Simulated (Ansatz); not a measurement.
`[NH2][Al]([F])[F]` and `C[NH][Al]([F])[F]` differ in one atom or group.

Ansatz, PBE0-D4/def2-TZVP geometries, multiplicity 1. Each molecule was computed in one conformer, which needn't be the lowest.

```csv
property,`[NH2][Al]([F])[F]`
HOMO–LUMO gap (B3LYP/def2-TZVPP) / eV,6.77
LUMO energy (B3LYP/def2-TZVPP) / eV,-1.02
LUMO energy (PBE/def2-TZVPP) / eV,-1.53
"ideal-gas entropy at 298 K and 1 bar (rigid rotor, harmonic PBE0-D4/def2-TZVP) / J/(mol·K)",299
HOMO–LUMO gap (PBE/def2-TZVPP) / eV,5.05
HOMO energy (PBE/def2-TZVPP) / eV,-6.58
```

Question: What does the change do to each property? (An estimate is asked.)

Answer: The calculation gave: 
```
                                                                                  property  `C[NH][Al]([F])[F]`  shift
                                                     HOMO–LUMO gap (B3LYP/def2-TZVPP) / eV                 6.10  -0.67
                                                       LUMO energy (B3LYP/def2-TZVPP) / eV                -0.94   0.08
                                                         LUMO energy (PBE/def2-TZVPP) / eV                -1.48   0.05
ideal-gas entropy at 298 K and 1 bar (rigid rotor, harmonic PBE0-D4/def2-TZVP) / J/(mol·K)                  340     41
                                                       HOMO–LUMO gap (PBE/def2-TZVPP) / eV                 4.42  -0.63
                                                         HOMO energy (PBE/def2-TZVPP) / eV                -5.89   0.69
```

With PBE0 the HOMO rises by 0.77 eV and the LUMO rises by 0.07 eV, so the gap narrows by about 0.70 eV. PBE moves the HOMO by 0.69 eV and ωB97M-V by 0.84 eV. The zero-point energy changes by 75.8 kJ/mol with +9 modes.

B3LYP here is the variant with VWN-RPA as its local correlation; programs differ in this.
